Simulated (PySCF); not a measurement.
**Ionisation energy of Sr⁺ by level of theory**

Sr⁺ [Kr] 5s1 (2S) → Sr²⁺ [Kr] (1S), as a difference of total energies. Calculation: PySCF 2.14, in aug-cc-pVDZ-X2C; the spin-free X2C one-electron Hamiltonian (Gaussian nucleus). The calculations carry no spin-orbit coupling.

```tsv
method	ionisation energy (eV)	error (eV)
UHF	10.440	-0.590
r2SCAN	10.824	-0.206
```

Reference: 11.030 eV (measured; NIST Atomic Spectra Database, ionization energies).
